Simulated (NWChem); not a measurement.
System: GeF cation, singlet

Computed with NWChem. Medium grid unless said otherwise, to which SCAN and Minnesota functionals are sensitive. Low-valent species are run as closed-shell singlets; no triplet was tried in these runs. Coordinates come from a PBE-D3(BJ)/def2-SVP optimisation. Total energies of different functionals are on different scales.

```csv
level,energy (Ha),highest occupied level (eV),orbital gap (eV)
B3LYP/def2-SVP,-2176.2639,-17.66,…
PBE/def2-SVP,-2175.8158,-16.49,5.63
M05-2X/def2-SVP,-2176.1367,-19.19,10.29
CAM-B3LYP/def2-SVP,-2176.3140,-19.27,10.34
B97-2/def2-SVP,-2176.7288,-17.61,7.53
revPBE/def2-SVP,-2176.0326,-16.42,5.63
LRC-wPBEh/def2-SVP,-2175.8629,-19.70,11.46
PBE0/def2-SVP,-2175.8577,-17.84,7.83
Hartree-Fock/def2-SVP,-2174.1973,-20.73,13.99
```

Some entries are withheld; supply them.


- B3LYP/def2-SVP, orbital gap (eV): 7.36
